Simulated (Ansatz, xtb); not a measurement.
## C4H5ClOS: which of two isomers lies lower

Structure I: `S=C1COC[C@@H]1Cl`, a singlet. Structure II: `C=C(Cl)C(=O)CS`, a singlet. Both are isolated molecules in the gas phase, relaxed with PBE-D3(BJ)/def2-SVP, each in the lowest conformer that the search found.

I (Å):

```xyz
12

C     0.1054    0.7514    1.1582
C     1.1026    1.7404    0.5821
C     2.0165    0.9401    2.5206
C     0.8903   -0.0372    2.1942
Cl    1.5374   -1.5090    1.3385
O     2.3201    1.5827    1.2914
S    -1.4750    0.6051    0.7937
H     1.2735    1.5651   -0.5021
H     0.6831    2.7718    0.6874
H     1.6411    1.6669    3.2872
H     2.9313    0.4533    2.9093
H     0.2804   -0.3874    3.0453
```

II (Å):

| atom | x (Å) | y (Å) | z (Å) |
| --- | --- | --- | --- |
| C | -0.4963 | 2.4209 | 1.2621 |
| C | 0.2993 | 1.3622 | 1.0133 |
| C | 1.6113 | 1.1938 | 1.7500 |
| C | 2.4131 | -0.0756 | 1.5319 |
| Cl | -0.1319 | 0.1707 | -0.1943 |
| O | 1.9784 | 2.0501 | 2.5439 |
| S | 1.6044 | -1.4116 | 2.5034 |
| H | -1.4440 | 2.5764 | 0.7294 |
| H | -0.1651 | 3.1396 | 2.0264 |
| H | 2.3849 | -0.4208 | 0.4815 |
| H | 3.4567 | 0.0837 | 1.8602 |
| H | 1.8471 | -0.8383 | 3.7167 |

**Question.** Which of the two would you expect CCSD(T)/def2-SVP + ΔMP2/def2-TZVPP electronic energies to favour?

**Answer.** Structure II; the calculation gives E(II) − E(I) = −16.3 kJ/mol.

How the difference moves with the method:

| level | geometry | E(II) − E(I) (kJ/mol) | departure from the last row (kJ/mol) | job, with rough time for the two |
| --- | --- | --- | --- | --- |
| GFN2-xTB | GFN2-xTB | +56.0 | +72.3 | optimisation, 0.19 s |
| HF/STO-3G | GFN2-xTB | +128.5 | +144.8 | single point, 0.38 s |
| r2SCAN-D4/def2-SVP | GFN2-xTB | −18.5 | −2.1 | single point, 3.8 s |
| PBE-D3(BJ)/def2-SVP | PBE-D3(BJ)/def2-SVP | −22.2 | −5.8 | optimisation, 28 s |
| HF/def2-SVP | PBE-D3(BJ)/def2-SVP | −23.5 | −7.2 | part of the CCSD(T) run |
| MP2/def2-SVP | PBE-D3(BJ)/def2-SVP | −18.9 | −2.5 | part of the CCSD(T) run |
| CCSD(T)/def2-SVP | PBE-D3(BJ)/def2-SVP | −22.7 | −6.4 | single point |
| CCSD(T)/def2-SVP + ΔMP2/def2-TZVPP | PBE-D3(BJ)/def2-SVP | −16.3 |  | single point, 56 s |

As drawn, II has 1 C=C, 1 C=O, 1 C–S, 1 S–H in place of 1 C=S, 1 C–C, 2 C–O, 1 C–H. Structure I has a 5-membered ring, II no ring.

GFN2-xTB, HF/STO-3G put the two in the other order. The largest departure from CCSD(T)/def2-SVP + ΔMP2/def2-TZVPP is that of HF/STO-3G, 144.8 kJ/mol. The last row adds to CCSD(T) the change of the MP2 difference between the two basis sets, here +6.4 kJ/mol.

With thermal terms from frequencies at re-optimised GFN2-xTB minima (ideal gas, soft modes damped towards free rotors, one conformer each, 298.15 K, 1 atm): the zero-point term adds −14.4 kJ/mol; ΔH is −27.0 and ΔG −34.6 kJ/mol.

The correlated steps freeze 15 core orbitals. Mirror images aren't counted in ΔG. Programs: Ansatz 0.2.0, xtb 6.7.1; the last row on 4 threads of Arm Neoverse V1 on a shared host.
